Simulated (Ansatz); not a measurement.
CH7BSSi. Charge 0, multiplicity 1. The bonds changed during the relaxation, so this is another structure than the one it started from. Geometry: relaxed with PBE0-D4/def2-TZVP. It is one conformer, not always the lowest.

```xyz
11

B    -0.541    1.112    0.923
Si   -1.325    0.503   -0.771
S     0.877    0.619   -0.405
C     1.246   -1.097    0.029
H    -0.516    2.300    1.072
H    -0.507    0.375    1.864
H    -1.631    1.390   -1.922
H    -1.584   -0.911   -1.149
H     2.049   -1.088    0.765
H     1.565   -1.631   -0.865
H     0.367   -1.574    0.459
```

Question: What is the dipole moment at ωB97M-V/def2-TZVPP? (Best estimate.)

Answer: Computed: 2.40 D, with components (0.63, -2.04, -1.10) D in this frame, pointing from negative to positive charge.

Question: And with PBE, r2SCAN, B3LYP? (Best estimate.)

Answer: Ansatz gave: PBE 2.43 D, r2SCAN 2.47 D, B3LYP 2.39 D.

Question: Give the Mulliken charges with ωB97M-V, r2SCAN, PBE in def2-TZVPP. (Estimate.)

Answer: Computed: 
```csv
atom,ωB97M-V,r2SCAN,PBE
B1,-0.33,-0.15,-0.17
Si2,0.07,0.17,0.09
S3,0.00,-0.04,-0.02
C4,-0.33,-0.14,-0.24
H5,0.09,0.00,0.02
H6,0.09,0.01,0.03
H7,-0.01,-0.07,-0.04
H8,-0.01,-0.07,-0.05
H9,0.15,0.09,0.13
H10,0.15,0.09,0.13
H11,0.14,0.09,0.13
```

B3LYP here is the variant with VWN-RPA as its local correlation; programs differ in this.
